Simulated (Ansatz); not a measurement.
Relaxation of Cs3Ge3Br9 with RKS PBE-D4/def2-SVP.

```sh
$ ansatz run in.yaml --threads 2 --pin off --events-out ev --progress --plain --max-ram 32768MiB --backend cuda --devices 0, --max-vram 18GiB
```

```yaml
crystal:
  periodic: [false, false, false]
  atoms:
    - {symbol: Cs, position_ang: [-1.565280, 2.113640, 0.330150]}
    - {symbol: Cs, position_ang: [1.556070, -2.159310, -0.063380]}
    - {symbol: Cs, position_ang: [3.783410, 2.548890, -0.827420]}
    - {symbol: Ge, position_ang: [-4.800410, 1.716260, 0.597520]}
    - {symbol: Ge, position_ang: [4.402100, -0.637610, -0.534990]}
    - {symbol: Ge, position_ang: [-1.574040, -1.140810, -0.276790]}
    - {symbol: Br, position_ang: [-0.782200, -0.718790, 1.958550]}
    - {symbol: Br, position_ang: [-4.200070, 2.403010, -1.617290]}
    - {symbol: Br, position_ang: [6.504700, 0.524410, -0.338300]}
    - {symbol: Br, position_ang: [4.945510, -2.841910, 0.239950]}
    - {symbol: Br, position_ang: [3.431680, 0.180130, 1.555090]}
    - {symbol: Br, position_ang: [-7.090820, 1.319740, 0.284630]}
    - {symbol: Br, position_ang: [-1.507190, -3.530490, -0.176530]}
    - {symbol: Br, position_ang: [-4.046610, -0.787790, 0.317020]}
    - {symbol: Br, position_ang: [0.943120, 1.010630, -1.448210]}
basis:
  gaussian: {orbitals: def2-SVP, fitting: {mean_field: def2-universal-jkfit}}
hamiltonian: {xc: pbe, dispersion: d4}
scf: {lower_state_search: "off"}
output: {orbitals: {seedname: orbitals}}
relax: {f_tol: 0.03, max_steps: 70}
```

Run time 4 min (2 threads of AMD EPYC 7R13 on a shared host and a share (18 GiB) of an NVIDIA H100 80GB HBM3), peak host memory 1 GiB.

Positions (Å) and forces (eV/Å) at steps 1, 2, 3, 4, 5, 6, 7, 8, 9, 10, 11, 12, 13, 14, 15, 16, 19, 22, 23 of 59:

```xyz
15
step=1 energy=-801419.1412 eV
Cs   -1.565    2.114    0.330    0.715    0.978    0.301
Cs    1.556   -2.159   -0.063    0.302   -0.637   -0.167
Cs    3.783    2.549   -0.827   -0.008    0.997   -0.244
Ge   -4.800    1.716    0.598   -0.550    0.163    0.796
Ge    4.402   -0.638   -0.535    0.291   -0.339   -0.843
Ge   -1.574   -1.141   -0.277   -0.592    0.169   -1.066
Br   -0.782   -0.719    1.959    0.207    0.004    1.201
Br   -4.200    2.403   -1.617   -0.133    0.284   -0.966
Br    6.505    0.524   -0.338    0.747    0.149    0.055
Br    4.946   -2.842    0.240    0.357   -0.561    0.177
Br    3.432    0.180    1.555   -0.143    0.270    1.022
Br   -7.091    1.320    0.285   -0.398   -0.111   -0.020
Br   -1.507   -3.530   -0.177   -0.411   -0.807    0.004
Br   -4.047   -0.788    0.317   -0.418   -0.489    0.067
Br    0.943    1.011   -1.448    0.035   -0.067   -0.318
15
step=2 energy=-801419.9875 eV
Cs   -1.471    2.271    0.381    0.308    0.454    0.122
Cs    1.602   -2.287   -0.093    0.047   -0.350    0.008
Cs    3.820    2.683   -0.855    0.000    0.414   -0.075
Ge   -4.894    1.753    0.613   -0.263   -0.065    0.001
Ge    4.500   -0.654   -0.551    0.306   -0.121   -0.043
Ge   -1.650   -1.158   -0.306   -0.453   -0.098   -0.085
Br   -0.801   -0.743    2.027   -0.025   -0.022    0.126
Br   -4.261    2.442   -1.679   -0.033    0.031   -0.057
Br    6.625    0.557   -0.345    0.207    0.024   -0.004
Br    5.047   -2.904    0.248    0.193   -0.080    0.032
Br    3.475    0.211    1.613    0.076    0.021    0.133
Br   -7.192    1.306    0.290   -0.110   -0.019    0.015
Br   -1.626   -3.611   -0.188   -0.169   -0.065   -0.034
Br   -4.152   -0.841    0.337   -0.119   -0.084    0.022
Br    0.977    0.976   -1.491    0.037   -0.037   -0.160
15
step=3 energy=-801420.3299 eV
Cs   -1.399    2.430    0.410    0.181    0.154    0.016
Cs    1.624   -2.422   -0.019    0.039   -0.073    0.051
Cs    3.885    2.764   -0.877   -0.031    0.081   -0.025
Ge   -5.022    1.724    0.610    0.001   -0.054    0.084
Ge    4.692   -0.671   -0.559    0.032   -0.106    0.016
Ge   -1.836   -1.131   -0.340   -0.166   -0.036   -0.010
Br   -0.909   -0.727    1.990   -0.054    0.003   -0.031
Br   -4.276    2.434   -1.654   -0.051   -0.017   -0.008
Br    6.792    0.612   -0.377    0.091    0.022    0.014
Br    5.230   -2.923    0.270    0.102    0.009    0.005
Br    3.623    0.196    1.604    0.086    0.005   -0.016
Br   -7.327    1.272    0.304   -0.079    0.019   -0.070
Br   -1.784   -3.589   -0.235   -0.041    0.035   -0.040
Br   -4.321   -0.872    0.354   -0.126   -0.079    0.038
Br    1.028    0.904   -1.480    0.016    0.039   -0.023
15
step=4 energy=-801420.4529 eV
Cs   -1.312    2.566    0.406    0.077    0.022   -0.036
Cs    1.640   -2.450    0.074   -0.022    0.025    0.058
Cs    3.921    2.785   -0.908   -0.003   -0.041   -0.006
Ge   -5.051    1.657    0.666   -0.089   -0.182   -0.032
Ge    4.794   -0.705   -0.571    0.078   -0.031    0.071
Ge   -1.994   -1.074   -0.385   -0.208   -0.032    0.069
Br   -1.030   -0.680    1.938   -0.038    0.038   -0.066
Br   -4.297    2.372   -1.600    0.068   -0.031    0.073
Br    6.881    0.623   -0.378   -0.003   -0.009   -0.038
Br    5.359   -2.941    0.285    0.028    0.045   -0.010
Br    3.752    0.197    1.595    0.024   -0.018   -0.047
Br   -7.363    1.263    0.264   -0.024    0.076    0.009
Br   -1.870   -3.529   -0.312    0.058    0.051   -0.056
Br   -4.484   -0.970    0.395    0.039    0.040   -0.008
Br    1.053    0.887   -1.469    0.015    0.048    0.018
15
step=5 energy=-801420.5498 eV
Cs   -1.216    2.701    0.389   -0.020   -0.061   -0.046
Cs    1.653   -2.420    0.219   -0.050    0.084    0.029
Cs    3.991    2.758   -0.951    0.013   -0.089   -0.003
Ge   -5.166    1.527    0.710   -0.081   -0.039    0.112
Ge    4.922   -0.741   -0.556    0.016   -0.009   -0.024
Ge   -2.171   -1.010   -0.436   -0.114    0.011   -0.018
Br   -1.181   -0.598    1.873   -0.013    0.025   -0.032
Br   -4.269    2.243   -1.511    0.059   -0.025    0.022
Br    7.008    0.613   -0.446   -0.046   -0.027   -0.004
Br    5.480   -2.962    0.322    0.022    0.030    0.013
Br    3.891    0.198    1.597    0.023    0.008   -0.009
Br   -7.516    1.333    0.275    0.137    0.011   -0.038
Br   -1.876   -3.455   -0.474    0.070    0.077    0.001
Br   -4.637   -1.077    0.419   -0.034   -0.049   -0.035
Br    1.087    0.889   -1.431    0.018    0.051    0.032
15
step=6 energy=-801420.6087 eV
Cs   -1.166    2.786    0.382   -0.030   -0.050   -0.027
Cs    1.639   -2.335    0.325   -0.053    0.080    0.012
Cs    4.060    2.711   -1.013    0.014   -0.072    0.001
Ge   -5.177    1.421    0.823   -0.229   -0.175   -0.118
Ge    4.982   -0.774   -0.566    0.035   -0.032    0.049
Ge   -2.329   -0.916   -0.498   -0.078   -0.170   -0.015
Br   -1.320   -0.534    1.813   -0.033    0.111    0.007
Br   -4.238    2.108   -1.406    0.104    0.060    0.085
Br    7.076    0.567   -0.482   -0.047   -0.030   -0.029
Br    5.532   -2.966    0.373    0.006    0.028   -0.018
Br    3.999    0.211    1.594   -0.012    0.025   -0.027
Br   -7.508    1.322    0.242    0.153    0.061    0.074
Br   -1.860   -3.343   -0.554    0.056    0.068   -0.045
Br   -4.789   -1.183    0.367    0.086    0.048    0.027
Br    1.100    0.925   -1.401    0.027    0.047    0.022
15
step=7 energy=-801420.6638 eV
Cs   -1.129    2.872    0.378   -0.043   -0.031   -0.002
Cs    1.611   -2.210    0.447   -0.068    0.066   -0.008
Cs    4.144    2.654   -1.095    0.009   -0.042   -0.001
Ge   -5.233    1.288    0.877   -0.193   -0.050   -0.020
Ge    5.021   -0.819   -0.555    0.026   -0.023    0.046
Ge   -2.429   -0.899   -0.567   -0.065   -0.195   -0.013
Br   -1.475   -0.436    1.763    0.021    0.063   -0.019
Br   -4.206    2.075   -1.294    0.058    0.036    0.063
Br    7.129    0.496   -0.521   -0.021   -0.030   -0.043
Br    5.562   -2.993    0.415   -0.008    0.030    0.001
Br    4.090    0.255    1.592   -0.025    0.001   -0.016
Br   -7.551    1.336    0.236    0.161   -0.007    0.050
Br   -1.794   -3.299   -0.692    0.042    0.113    0.036
Br   -4.851   -1.304    0.382    0.067    0.041   -0.082
Br    1.114    0.985   -1.366    0.038    0.029    0.009
15
step=8 energy=-801420.7153 eV
Cs   -1.107    2.958    0.376   -0.044   -0.034    0.007
Cs    1.574   -2.052    0.547   -0.099    0.051   -0.028
Cs    4.254    2.582   -1.186   -0.011   -0.002   -0.009
Ge   -5.306    1.163    0.975    0.015   -0.043   -0.054
Ge    5.051   -0.870   -0.524   -0.033   -0.012   -0.002
Ge   -2.504   -0.922   -0.656    0.005   -0.003   -0.002
Br   -1.613   -0.335    1.687    0.016    0.004   -0.047
Br   -4.198    2.071   -1.130    0.013    0.046    0.085
Br    7.188    0.390   -0.602   -0.006   -0.023   -0.010
Br    5.564   -3.013    0.497    0.007   -0.005    0.034
Br    4.160    0.307    1.596    0.021   -0.001   -0.014
Br   -7.581    1.297    0.254   -0.005   -0.012    0.012
Br   -1.705   -3.270   -0.757    0.012    0.046    0.079
Br   -4.915   -1.384    0.261    0.046   -0.028   -0.042
Br    1.137    1.077   -1.339    0.063    0.016   -0.010
15
step=9 energy=-801420.7585 eV
Cs   -1.080    3.024    0.384   -0.016    0.014    0.023
Cs    1.511   -1.874    0.598   -0.072    0.016   -0.018
Cs    4.373    2.542   -1.264   -0.010    0.011   -0.003
Ge   -5.354    0.998    1.026    0.088   -0.012   -0.036
Ge    5.040   -0.936   -0.513   -0.002   -0.005    0.058
Ge   -2.541   -0.893   -0.746    0.001   -0.071    0.086
Br   -1.724   -0.240    1.615    0.008   -0.003   -0.057
Br   -4.191    2.131   -0.960   -0.078   -0.047    0.086
Br    7.211    0.260   -0.669   -0.017   -0.027   -0.022
Br    5.531   -3.036    0.596   -0.004    0.002    0.014
Br    4.226    0.351    1.583    0.017   -0.006   -0.043
Br   -7.607    1.206    0.272   -0.040   -0.021   -0.022
Br   -1.666   -3.219   -0.715    0.028    0.050    0.011
Br   -4.918   -1.511    0.127    0.035    0.096   -0.057
Br    1.189    1.197   -1.337    0.061    0.003   -0.022
15
step=10 energy=-801420.7800 eV
Cs   -1.077    3.081    0.368    0.007    0.052    0.002
Cs    1.443   -1.696    0.632    0.015   -0.008    0.006
Cs    4.499    2.515   -1.336   -0.004   -0.001    0.006
Ge   -5.408    0.851    1.110    0.085    0.043   -0.181
Ge    5.019   -1.011   -0.482   -0.003    0.002    0.059
Ge   -2.536   -0.885   -0.805    0.018    0.021    0.009
Br   -1.808   -0.147    1.561    0.015   -0.073    0.009
Br   -4.239    2.156   -0.774   -0.104   -0.067    0.102
Br    7.221    0.112   -0.744   -0.017   -0.025   -0.016
Br    5.483   -3.070    0.713   -0.006    0.025    0.005
Br    4.284    0.402    1.565    0.017   -0.019   -0.046
Br   -7.642    1.095    0.295   -0.009   -0.029    0.025
Br   -1.588   -3.180   -0.701   -0.015    0.041    0.001
Br   -4.912   -1.548   -0.049   -0.028    0.029    0.029
Br    1.261    1.324   -1.353    0.031    0.009   -0.011
15
step=11 energy=-801420.7071 eV rejected
Cs   -1.138    3.163    0.335    0.004   -0.117   -0.008
Cs    1.475   -1.693    0.650    0.028    0.018    0.001
Cs    4.540    2.483   -1.348    0.052    0.033   -0.039
Ge   -5.409    0.832    1.019   -0.353   -0.210    0.975
Ge    4.999   -1.044   -0.422   -0.151   -0.083   -0.279
Ge   -2.471   -0.819   -0.819   -0.240    0.083    0.203
Br   -1.748   -0.209    1.587   -0.007    0.078   -0.128
Br   -4.379    2.175   -0.716    0.336    0.469   -0.700
Br    7.201   -0.023   -0.835    0.144    0.068   -0.007
Br    5.458   -3.059    0.822    0.032   -0.125    0.110
Br    4.350    0.436    1.542   -0.027    0.099    0.215
Br   -7.716    0.964    0.356   -0.026   -0.003   -0.085
Br   -1.571   -3.092   -0.788    0.066   -0.142   -0.036
Br   -4.903   -1.504   -0.056    0.247   -0.182   -0.267
Br    1.311    1.391   -1.327   -0.106    0.014    0.046
15
step=12 energy=-801420.7913 eV
Cs   -1.098    3.090    0.351   -0.003    0.042    0.006
Cs    1.472   -1.674    0.632   -0.028   -0.023    0.017
Cs    4.525    2.515   -1.341   -0.005   -0.004    0.004
Ge   -5.399    0.836    1.101    0.022    0.034   -0.074
Ge    4.978   -1.033   -0.462    0.050    0.014    0.030
Ge   -2.525   -0.852   -0.808    0.031    0.006    0.003
Br   -1.780   -0.157    1.563   -0.008   -0.037    0.001
Br   -4.283    2.171   -0.771   -0.053   -0.036    0.046
Br    7.193    0.048   -0.786   -0.028   -0.025   -0.015
Br    5.441   -3.072    0.769   -0.007    0.013    0.003
Br    4.300    0.422    1.567    0.019   -0.004   -0.024
Br   -7.654    1.037    0.325   -0.004   -0.023    0.017
Br   -1.552   -3.134   -0.744   -0.017    0.020   -0.008
Br   -4.895   -1.550   -0.058   -0.003    0.010    0.010
Br    1.276    1.353   -1.338    0.033    0.011   -0.016
15
step=13 energy=-801420.7985 eV
Cs   -1.126    3.118    0.331   -0.002    0.011   -0.001
Cs    1.471   -1.646    0.653   -0.021   -0.016    0.020
Cs    4.570    2.505   -1.353   -0.001   -0.005    0.002
Ge   -5.415    0.816    1.105   -0.011   -0.008    0.012
Ge    4.968   -1.061   -0.437    0.011    0.011   -0.017
Ge   -2.498   -0.814   -0.836   -0.037   -0.006    0.047
Br   -1.788   -0.153    1.556    0.023    0.000   -0.013
Br   -4.339    2.179   -0.749   -0.016    0.021   -0.021
Br    7.189   -0.025   -0.851   -0.018   -0.020    0.015
Br    5.405   -3.076    0.840    0.014   -0.004    0.007
Br    4.334    0.440    1.567    0.028    0.010   -0.009
Br   -7.690    0.957    0.365    0.025   -0.015    0.003
Br   -1.532   -3.094   -0.797    0.009    0.012   -0.013
Br   -4.858   -1.542   -0.076   -0.007   -0.003   -0.029
Br    1.308    1.397   -1.318    0.003    0.012   -0.001
15
step=14 energy=-801420.8021 eV
Cs   -1.172    3.180    0.297    0.008   -0.032   -0.023
Cs    1.458   -1.586    0.707    0.009    0.007    0.013
Cs    4.646    2.476   -1.390    0.002   -0.009    0.004
Ge   -5.420    0.757    1.108   -0.118   -0.053    0.053
Ge    4.955   -1.113   -0.421    0.045    0.022    0.019
Ge   -2.506   -0.766   -0.834   -0.045   -0.007   -0.026
Br   -1.792   -0.113    1.559   -0.026   -0.014   -0.011
Br   -4.430    2.221   -0.699    0.028    0.029   -0.056
Br    7.191   -0.141   -0.916   -0.037   -0.024    0.009
Br    5.381   -3.086    0.928    0.007   -0.003   -0.017
Br    4.414    0.463    1.551   -0.001   -0.006   -0.020
Br   -7.715    0.819    0.404    0.047    0.019    0.023
Br   -1.495   -3.022   -0.863    0.017    0.010    0.010
Br   -4.872   -1.564   -0.155    0.097    0.044    0.003
Br    1.355    1.475   -1.276   -0.035    0.018    0.020
15
step=15 energy=-801420.8070 eV
Cs   -1.201    3.183    0.274    0.004   -0.028   -0.020
Cs    1.466   -1.559    0.738    0.008    0.011    0.014
Cs    4.670    2.460   -1.406   -0.002   -0.011    0.004
Ge   -5.454    0.738    1.122   -0.061   -0.020    0.021
Ge    4.956   -1.132   -0.412    0.073    0.026    0.027
Ge   -2.499   -0.746   -0.863   -0.023   -0.004    0.026
Br   -1.801   -0.113    1.540   -0.021    0.019   -0.015
Br   -4.474    2.221   -0.683    0.022    0.020   -0.027
Br    7.196   -0.179   -0.924   -0.047   -0.024    0.000
Br    5.388   -3.103    0.941   -0.005    0.019   -0.018
Br    4.445    0.472    1.547   -0.004   -0.031   -0.018
Br   -7.750    0.803    0.428    0.054   -0.004    0.012
Br   -1.457   -2.988   -0.878   -0.003    0.006   -0.013
Br   -4.849   -1.557   -0.168    0.035    0.008   -0.008
Br    1.364    1.500   -1.254   -0.029    0.014    0.016
15
step=16 energy=-801420.8101 eV
Cs   -1.228    3.197    0.247   -0.001   -0.014   -0.013
Cs    1.462   -1.529    0.775    0.012    0.014    0.005
Cs    4.684    2.437   -1.412   -0.008   -0.009    0.003
Ge   -5.466    0.715    1.132   -0.014    0.005   -0.011
Ge    4.969   -1.149   -0.405    0.020    0.007    0.008
Ge   -2.502   -0.718   -0.877   -0.003   -0.009    0.024
Br   -1.823   -0.091    1.532   -0.006    0.021   -0.005
Br   -4.502    2.218   -0.676    0.008    0.004    0.002
Br    7.206   -0.214   -0.949   -0.029   -0.012    0.013
Br    5.396   -3.118    0.949    0.003    0.020   -0.011
Br    4.467    0.467    1.548    0.013   -0.029   -0.012
Br   -7.760    0.774    0.442    0.025   -0.012    0.006
Br   -1.434   -2.948   -0.899    0.001    0.005   -0.015
Br   -4.832   -1.564   -0.180   -0.006    0.002   -0.004
Br    1.363    1.523   -1.228   -0.015    0.008    0.010
15
step=19 energy=-801420.8167 eV
Cs   -1.368    3.298    0.126   -0.006    0.009    0.004
Cs    1.470   -1.372    0.936   -0.011    0.013   -0.012
Cs    4.720    2.333   -1.434   -0.012    0.000    0.000
Ge   -5.502    0.630    1.142    0.026    0.021   -0.043
Ge    4.977   -1.254   -0.391   -0.021   -0.004    0.009
Ge   -2.491   -0.597   -0.898    0.031   -0.027   -0.013
Br   -1.869    0.034    1.524    0.001   -0.007    0.002
Br   -4.649    2.232   -0.650   -0.020   -0.031    0.035
Br    7.204   -0.385   -1.046    0.002    0.001   -0.003
Br    5.418   -3.197    0.986    0.012    0.000   -0.006
Br    4.608    0.413    1.550    0.002   -0.013    0.004
Br   -7.802    0.560    0.489   -0.013    0.002   -0.005
Br   -1.296   -2.762   -0.989   -0.010    0.030    0.017
Br   -4.774   -1.583   -0.246    0.003    0.008    0.014
Br    1.350    1.649   -1.099    0.017   -0.002   -0.002
15
step=22 energy=-801420.8202 eV
Cs   -1.550    3.460    0.043    0.022   -0.011    0.002
Cs    1.470   -1.132    1.136    0.011    0.002    0.019
Cs    4.703    2.236   -1.377    0.015    0.013    0.005
Ge   -5.568    0.570    1.055   -0.064   -0.020    0.104
Ge    4.930   -1.396   -0.384    0.040   -0.059    0.041
Ge   -2.402   -0.495   -0.865   -0.045    0.015   -0.005
Br   -1.891    0.216    1.562   -0.029   -0.016   -0.012
Br   -4.784    2.221   -0.698   -0.008    0.015   -0.059
Br    7.090   -0.547   -1.273   -0.037    0.007   -0.002
Br    5.550   -3.356    0.885   -0.007    0.047   -0.027
Br    4.787    0.265    1.604   -0.002   -0.005   -0.030
Br   -7.870    0.330    0.402    0.093    0.015   -0.025
Br   -1.124   -2.599   -0.897    0.014   -0.031    0.004
Br   -4.654   -1.600   -0.274    0.012    0.011   -0.021
Br    1.314    1.826   -0.920   -0.014    0.017    0.005
15
step=23 energy=-801420.8124 eV rejected
Cs   -1.621    3.510    0.022   -0.051   -0.009    0.001
Cs    1.457   -1.002    1.273   -0.007    0.014   -0.001
Cs    4.716    2.206   -1.334   -0.033    0.033    0.010
Ge   -5.553    0.552    1.089   -0.161   -0.015   -0.232
Ge    4.888   -1.491   -0.393    0.146   -0.046    0.147
Ge   -2.379   -0.463   -0.880   -0.075   -0.021    0.063
Br   -1.974    0.272    1.562    0.044    0.009   -0.009
Br   -4.861    2.176   -0.735    0.132    0.045    0.057
Br    6.982   -0.601   -1.428   -0.083   -0.043    0.007
Br    5.650   -3.408    0.865   -0.027    0.073   -0.090
Br    4.888    0.184    1.606   -0.066   -0.019   -0.086
Br   -7.804    0.264    0.284    0.046   -0.013    0.124
Br   -1.057   -2.542   -0.837    0.024   -0.003    0.002
Br   -4.614   -1.592   -0.285    0.042    0.009    0.007
Br    1.282    1.935   -0.810    0.068   -0.012   -0.001
```

In the def2 sets Cs takes a core potential; there is no spin–orbit coupling. Single mean-field runs in def2-SVP are fitted with def2-universal-jkfit. Another isomer (singlet) lies 0.34 eV lower at PBE0-D4/def2-TZVP; other spin states weren't run for this one.
